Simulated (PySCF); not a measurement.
# Working out the ionisation energy of Sb

Sb [Kr] 4d10 5s2 5p3 (4S) → Sb+ [Kr] 4d10 5s2 5p2 (3P). Calculation: PySCF 2.14, in aug-cc-pVTZ-DK3 (8s7p5d2f, 68 functions); scalar relativity by spin-free X2C-1e. Frozen: [Kr] 4d10. Energies in hartree (1 hartree = 27.21139 eV):

```json
{"part": "UHF", "Sb (lower)": "-6477.710075", "Sb+ (upper)": "-6477.394768"}
{"part": "MP2 opposite-spin", "Sb (lower)": "-0.044358", "Sb+ (upper)": "-0.037947"}
{"part": "MP2 same-spin", "Sb (lower)": "-0.016475", "Sb+ (upper)": "-0.007637"}
```

Task: What does Hartree-Fock give?

Result: (-6477.394768) − (-6477.710075) = 0.315307 hartree = 8.580 eV.

Task: What do MP2 and SCS-MP2 (6/5 opposite-spin, 1/3 same-spin) give?

Result: The opposite-spin parts differ by 0.174 eV and the same-spin parts by 0.240 eV. MP2: 8.580 + (0.174) + (0.240) = 8.994 eV. SCS-MP2: 8.580 + 1.2 × (0.174) + (0.240)/3 = 8.869 eV.

Measured between the centres of the two terms (NIST): 9.124 eV, so MP2 (valence) is off by -0.130 eV.

What remains against the reference includes basis incompleteness, the frozen core and correlation beyond second order.
